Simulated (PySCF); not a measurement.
C₆ coefficients of unlike pairs at PBE0

Calculated with PySCF 2.14 from the dipole response of each species, C₆(A,B) = (3/π) ∫ α_A(iu) α_B(iu) du, in atomic units, from isotropic polarisabilities. For ions this is the dispersion term alone; charge-induced terms of lower order in 1/R come first.

| species | configuration | basis | relativity | α (bohr³) | C₆ (like pair) |
| --- | --- | --- | --- | --- | --- |
| Xe+ | [Kr] 4d10 5s2 5p5 (2P) | aug-cc-pV5Z-PP with ECP28MDF (8s8p6d4f3g2h) | core potential | 18.07 | 155.5 |
| Hf(2+) | [Xe] 4f14 5d2 (3F) | aug-cc-pVTZ-PP with ECP60MDF (6s6p5d3f2g) | core potential | 14.84 | 73.34 |
| Ga(3+) | [Ar] 3d10 (1S) | x2c-TZVPPall with one added diffuse shell each of s, p, d type (7s6p5d1f) | spin-free X2C | 1.022 | 1.178 |
| Nb(2+) | [Kr] 4d3 (4F) | aug-cc-pVDZ-PP with ECP28MDF (5s5p4d2f) | core potential | 11.31 | 58.62 |

Estimate C₆ for Nb(2+) with Xe+.

The integral gives 95.14. The combination rule 2 C_A C_B / (C_A α_B/α_A + C_B α_A/α_B) gives 95.45 and the geometric mean 95.47.

No spin-orbit coupling is included.

The other pairs:

| pair | C₆ |
| --- | --- |
| Ga(3+), Xe+ | 12.51 |
| Hf(2+), Xe+ | 106.1 |
| Nb(2+), Ga(3+) | 7.862 |
| Ga(3+), Hf(2+) | 8.536 |
| Nb(2+), Hf(2+) | 65.25 |
